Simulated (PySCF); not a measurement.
**Working out the excitation energy of Kr²⁺**

Kr²⁺ [Ar] 3d10 4s2 4p4 (3P) → Kr²⁺ [Ar] 3d10 4s1 4p4 4d1 (high-spin determinant). Calculation: PySCF 2.14, in aug-cc-pVDZ-PP with ECP10MDF; a scalar-relativistic core potential. Frozen: 3s2 3p6 3d10. Energies in hartree (1 hartree = 27.21139 eV):

| part | Kr²⁺ (lower) | Kr²⁺ (upper) |
| --- | --- | --- |
| UHF | -460.842732 | -459.701163 |
| MP2 opposite-spin | -0.056336 | -0.048382 |
| MP2 same-spin | -0.018356 | -0.013229 |

**Question.** What does Hartree-Fock give?

**Answer.** (-459.701163) − (-460.842732) = 1.141569 hartree = 31.064 eV.

**Question.** What do MP2 and SCS-MP2 (6/5 opposite-spin, 1/3 same-spin) give?

**Answer.** The opposite-spin parts differ by 0.216 eV and the same-spin parts by 0.140 eV. MP2: 31.064 + (0.216) + (0.140) = 31.420 eV. SCS-MP2: 31.064 + 1.2 × (0.216) + (0.140)/3 = 31.370 eV.

One determinant mixes LS terms, so it does not stand for a single term.

A double-zeta basis recovers only part of the correlation energy.
